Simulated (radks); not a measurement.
Question: I38+, configuration [Ne] 3s2 3p3 (the NIST ground configuration). All-electron calculation, scalar-relativistic Kohn-Sham, r2SCAN, spin-polarised, spherical densities, finite nucleus; open shells are filled with parallel spins first (spin-orbit coupling, left out, can overturn this in heavy ions); meta-GGA in the generalised Kohn-Sham scheme; Fermi nuclear charge, rms radius 4.75 fm. Program: a radial shooting solver on a logarithmic mesh with Libxc functionals. Some entries of the table are withheld. Estimate them.

orbital  occ.  eigenvalue (Ry)  <r> (bohr)
1s up       1        -2595.244     0.02722
1s down     1        -2594.447     0.02722
2s up       1              (1)      0.1156
2s down     1              (2)      0.1155
2p up       3        -498.7316      0.1009
2p down     3        -498.0381      0.1009
3s up       1        -208.8557      0.2819
3s down     1        -206.4685      0.2829
3p up       3              (3)      0.2738
3p down     0              (4)      0.2746

Answer: 
(1) 2s up eigenvalue (Ry): -535.7476
(2) 2s down eigenvalue (Ry): -535.4250
(3) 3p up eigenvalue (Ry): -197.0012
(4) 3p down eigenvalue (Ry): -194.6044
